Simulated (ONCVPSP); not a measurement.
Building the ONCV potential for Ti (Z = 22) (PBE, fully relativistic).

titanium (Ti), optimised norm-conserving Vanderbilt (ONCV), made with ONCVPSP 4.0.1 (PBE, fully relativistic). Core [Ne], reference 3s2 3p6 3d3 4s1. Waves: 3s+4s: rc 1.75 bohr, ncon 3, nbas 6, qcut 7.3 1/bohr, 2 projectors; 3p: rc 1.70 bohr, ncon 3, nbas 7, qcut 8 1/bohr, 2 projectors, debl 0.4 Ha; 3d: rc 2.30 bohr, ncon 4, nbas 9, qcut 5.7 1/bohr, 2 projectors, debl 3.7 Ha. Local part: polynomial inside 1.20 bohr (lpopt 5, dvloc0 1 Ha). Core correction: Teter function, fcfact 4, rcfact 1.65.

Open shells are filled in proportion to 2j + 1.

In the p channel the program set the typed energies aside and used -1.304, 0.250 Ha (j = l + 1/2; the other j can differ).

All-electron outer shells of the reference configuration (PBE, scalar-relativistic, ld1.x):

| shell | level (eV) | outermost node (bohr) | outermost maximum (bohr) |
| --- | --- | --- | --- |
| 2p | -440.56 | – | 0.22 |
| 3s | -59.32 | 0.40 | 0.87 |
| 3p | -35.70 | 0.37 | 0.90 |
| 4s | -3.73 | 1.26 | 3.07 |
| 3d | -1.92 | – | 1.02 |

Results:

```json
{
 "Cutoffs needed": "20 Ha and 24 Ha (the cutoffs (Ha) at which the residual kinetic energy of the hardest occupied pseudo-wave falls to 1 and 0.1 mHa per electron) The cutoffs count occupied waves only; projector 2 of the d channel, the hardest unoccupied one, needs 67 Ha at the loose tolerance.",
 "Ghost test": "no bound ghost flagged; no localised positive-energy state flagged",
 "Configuration tests": "2 of 4 tests not solved or not reliable",
 "rms error of d²Exc/dni dnj": "6.98 mHa without and 3.70 mHa with the model core"
}
```

Generation and tests took about 4.4 s on one core of a shared server CPU.
